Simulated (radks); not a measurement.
Pb XVII, configuration [Kr] 4d10 4f14 5s2 5p4 (the NIST ground configuration). Method: Dirac Kohn-Sham, relativistic LDA (MacDonald-Vosko exchange, VWN5 correlation), spin-unpolarised, spherical densities, finite nucleus; open shells fill j = l - 1/2 first; Fermi nuclear charge, rms radius 5.5012 fm; computed with a radial shooting solver on a logarithmic mesh with Libxc functionals.

Unscreened Slater integrals over Kohn-Sham orbitals (hartree). Large and small components are both included. Empty in this configuration: 5d3/2.

integral            value
F0(5p3/2,5p3/2)    1.0021
F2(5p3/2,5p3/2)   0.54477
F0(5p3/2,5p1/2)    1.0347
G2(5p3/2,5p1/2)   0.54603
F0(5p3/2,5s1/2)    1.0528
G1(5p3/2,5s1/2)   0.69733
F0(5p3/2,4f7/2)    1.2228
F2(5p3/2,4f7/2)   0.39695
G2(5p3/2,4f7/2)   0.13418
G4(5p3/2,4f7/2)   0.12084
F0(5p3/2,5d3/2)   0.95596
F2(5p3/2,5d3/2)   0.51153
G1(5p3/2,5d3/2)   0.64603
G3(5p3/2,5d3/2)   0.41193
F0(5p1/2,5p1/2)    1.0729
F0(5p1/2,5s1/2)    1.0939
G1(5p1/2,5s1/2)   0.76073
F0(5p1/2,4f7/2)    1.2936
G4(5p1/2,4f7/2)   0.14672
F0(5p1/2,5d3/2)   0.98282
G1(5p1/2,5d3/2)   0.62393
F0(5s1/2,5s1/2)    1.1167
F0(5s1/2,4f7/2)    1.3347
G3(5s1/2,4f7/2)   0.17333
F0(5s1/2,5d3/2)   0.99762
G2(5s1/2,5d3/2)   0.47064
F0(4f7/2,4f7/2)    2.0455
F2(4f7/2,4f7/2)    1.0371
F4(4f7/2,4f7/2)   0.66521
F6(4f7/2,4f7/2)   0.48295
F0(4f7/2,5d3/2)    1.1398
F2(4f7/2,5d3/2)   0.34047
G3(4f7/2,5d3/2)   0.11164
G5(4f7/2,5d3/2)  0.092349
F0(5d3/2,5d3/2)   0.91722
F2(5d3/2,5d3/2)   0.49236
